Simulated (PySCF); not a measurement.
H₂BrF₂NSi (SMILES N[Si](F)(F)Br), singlet, at a GFN2-xTB geometry, atoms displaced at random by about 0.03 Å a coordinate; B3LYP/STO-3G, gradient (PySCF).

The PySCF input:
```python
from pyscf import gto, scf, dft

mol = gto.Mole()
mol.atom = '''
    N     2.039239    0.098573    0.757553
    Si    0.427476    0.469005    0.438934
    F    -0.275328    0.460588    1.875908
    F     0.302870    1.959250   -0.081961
    Br   -0.745472   -0.807381   -0.823951
    H     2.345566   -0.663618    1.312286
    H     2.773351    0.325170    0.019042
'''
mol.basis = 'sto-3g'
mol.charge = 0
mol.spin = 0
mol.verbose = 4
mol.build()

mf = dft.RKS(mol)
mf.xc = 'b3lyp'
mf.kernel()
g = mf.nuc_grad_method()
grad = g.kernel()
```

What the program printed (banner, timings and long lists left out):

```
PySCF version 2.14.0

[INPUT] verbose = 4
[INPUT] num. atoms = 7
[INPUT] num. electrons = 76
[INPUT] charge = 0
[INPUT] spin (= nelec alpha-beta = 2S) = 0
[INPUT] symmetry False subgroup None
[INPUT] Mole.unit = angstrom
[INPUT] Symbol           X                Y                Z      unit          X                Y                Z       unit  Magmom
[INPUT]  1 N      2.039239000000   0.098573000000   0.757553000000 AA    3.853603212532   0.186275973277   1.431567694843 Bohr   0.0
[INPUT]  2 Si     0.427476000000   0.469005000000   0.438934000000 AA    0.807812564825   0.886291001052   0.829465046760 Bohr   0.0
[INPUT]  3 F     -0.275328000000   0.460588000000   1.875908000000 AA   -0.520294514424   0.870385176261   3.544952354881 Bohr   0.0
[INPUT]  4 F      0.302870000000   1.959250000000  -0.081961000000 AA    0.572341351347   3.702445909554  -0.154883842895 Bohr   0.0
[INPUT]  5 Br    -0.745472000000  -0.807381000000  -0.823951000000 AA   -1.408737913532  -1.525728968177  -1.557041730062 Bohr   0.0
[INPUT]  6 H      2.345566000000  -0.663618000000   1.312286000000 AA    4.432477347092  -1.254056271332   2.479861137101 Bohr   0.0
[INPUT]  7 H      2.773351000000   0.325170000000   0.019042000000 AA    5.240873837289   0.614482243925   0.035984164864 Bohr   0.0

nuclear repulsion = 455.930030400128
number of shells = 24
number of NR pGTOs = 132
number of NR cGTOs = 44
basis = sto-3g
ecp = {}

******** <class 'pyscf.dft.rks.RKS'> ********
method = RKS
initial guess = minao
damping factor = 0
level_shift factor = 0
DIIS = <class 'pyscf.scf.diis.CDIIS'>
diis_start_cycle = 1
diis_space = 8
diis_damp = 0
SCF conv_tol = 1e-09
SCF conv_tol_grad = None
SCF max_cycles = 50
direct_scf = True
direct_scf_tol = 1e-13
XC library pyscf.dft.libxc version 7.1.2
    S. Lehtola, C. Steigemann, M. J. T. Oliveira, and M. A. L. Marques,  SoftwareX 7, 1–5 (2018)
XC functionals = b3lyp
    P. J. Stephens, F. J. Devlin, C. F. Chabalowski, and M. J. Frisch,  J. Phys. Chem. 98, 11623 (1994)
radial grids:
    Treutler-Ahlrichs [JCP 102, 346 (1995); DOI:10.1063/1.469408] (M4) radial grids

becke partition: Becke, JCP 88, 2547 (1988); DOI:10.1063/1.454033
pruning grids: <function nwchem_prune>
grids dens level: 3
symmetrized grids: False
atomic radii adjust function: <function treutler_atomic_radii_adjust>
small_rho_cutoff = 0
Set gradient conv threshold to 3.16228e-05
Initial guess from minao.
tot grids = 101648
init E= -3081.19789211347
  HOMO = -0.429421090796435  LUMO = -0.115600863590036  gap/eV = 8.53948
cycle= 1 E= -3084.00390652315  delta_E= -2.81  |g|= 0.699  |ddm|= 3.32
  HOMO = -0.104021468825405  LUMO = 0.148797661923439  gap/eV = 6.87956
cycle= 2 E= -3084.06617606762  delta_E= -0.0623  |g|= 0.635  |ddm|= 2.23
  HOMO = -0.152526345888916  LUMO = 0.182785230803095  gap/eV = 9.12429
cycle= 3 E= -3084.20533541919  delta_E= -0.139  |g|= 0.0634  |ddm|= 1.13
  HOMO = -0.162980572203883  LUMO = 0.176781225437539  gap/eV = 9.24539
cycle= 4 E= -3084.20720023735  delta_E= -0.00186  |g|= 0.0175  |ddm|= 0.184
  HOMO = -0.159156501877282  LUMO = 0.17567251110219  gap/eV = 9.11116
cycle= 5 E= -3084.20731506291  delta_E= -0.000115  |g|= 0.00433  |ddm|= 0.0366
  HOMO = -0.160516481789221  LUMO = 0.175376575114775  gap/eV = 9.14012
cycle= 6 E= -3084.20732250911  delta_E= -7.45e-06  |g|= 0.000482  |ddm|= 0.00963
  HOMO = -0.160444300888377  LUMO = 0.175530841476921  gap/eV = 9.14235
cycle= 7 E= -3084.20732259726  delta_E= -8.81e-08  |g|= 2.86e-05  |ddm|= 0.000841
  HOMO = -0.160439837110974  LUMO = 0.175530801510448  gap/eV = 9.14223
cycle= 8 E= -3084.20732259753  delta_E= -2.63e-10  |g|= 2.1e-05  |ddm|= 9.86e-05
  HOMO = -0.160436945966968  LUMO = 0.175529825589852  gap/eV = 9.14212
Extra cycle  E= -3084.20732259748  delta_E= 4.68e-11  |g|= 2.39e-05  |ddm|= 8.01e-05
converged SCF energy = -3084.20732259748

******** <class 'pyscf.grad.rks.Gradients'> for <class 'pyscf.dft.rks.RKS'> ********
unit = Eh/Bohr
grid_response = False
--------------- RKS gradients ---------------
         x                y                z
0 N    -0.0288748867    -0.0415144784     0.0542467915
1 Si    -0.0049162655     0.0008682054    -0.0290964213
2 F     0.0127739523     0.0019535036    -0.0223387007
3 F    -0.0025039983    -0.0318090911     0.0166672099
4 Br     0.0183819522     0.0262123961     0.0277325480
5 H    -0.0112330408     0.0377610203    -0.0272880450
6 H     0.0164650621     0.0067839277    -0.0196635220
----------------------------------------------
```
